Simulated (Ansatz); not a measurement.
`[GaH2][Te][GeH3]` + HBr → `[GaH2][Br]` + `[GeH3][TeH]` at 298.15 K and 1 bar (ligand exchange at a Ga–Te bond).

Calculated with Ansatz (gas phase, PBE0-D4/def2-TZVP geometries, no zero-point term in ΔE). CCSD(T)/CBS adds triple-zeta CCSD(T) − MP2 to the extrapolated MP2 energy (def2 sets, frozen cores). def2 core potentials past Kr. For Br, Ga, Ge, Te outer-core shells are correlated without core-valence functions, which leaves a few kJ/mol of doubt a bond. Scalar relativity is left out up to krypton.

```
           species  CCSD(T)/CBS energy (Eh)  H − E (kJ/mol)  S (J/(mol·K))
`[GaH2][Te][GeH3]`              -4270.82186           120.4          382.4
               HBr              -2573.91920            24.6          198.6
      `[GaH2][Br]`              -4498.49736            49.2          276.1
     `[GeH3][TeH]`              -2346.24724            93.7          311.2
```

H − E and S are ideal-gas, rigid-rotor, harmonic terms from PBE0-D4/def2-TZVP. 1 Eh = 2625.50 kJ/mol, R = 8.31446 J/(mol·K).

Question: By hand: ΔE, ΔH, ΔS and ΔG.

Answer: ΔE = (-4498.49736) + (-2346.24724) − (-4270.82186) − (-2573.91920) = -0.00354 Eh = -9.3 kJ/mol. Δ(H − E) = 49.2 + 93.7 − 120.4 − 24.6 = -2.1, so ΔH = -11.4 kJ/mol. ΔS = 276.1 + 311.2 − 382.4 − 198.6 = 6.3 J/(mol·K). ΔG = -11.4 − 298.15 × (6.3)/1000 = -13.3 kJ/mol.

Question: By hand: the equilibrium constant, and the temperature at which ΔG would vanish if ΔH and ΔS stayed fixed.

Answer: log₁₀ K = −ΔG/(RT ln 10) = 2.3. ΔH and −TΔS have one sign here, so there is no such temperature.

The number of gas molecules stays the same, so ΔS is small and ΔH decides. A doubt of 5 kJ/mol in ΔE shifts log₁₀ K by 0.9 here. Modes under 60 cm⁻¹, often nearly free rotors, make the harmonic entropy too high. These are equilibria of isolated gas molecules and say nothing of rates. Largest T1 diagnostic: 0.012 (customary marks: 0.02 for closed shells, 0.045 for open ones).
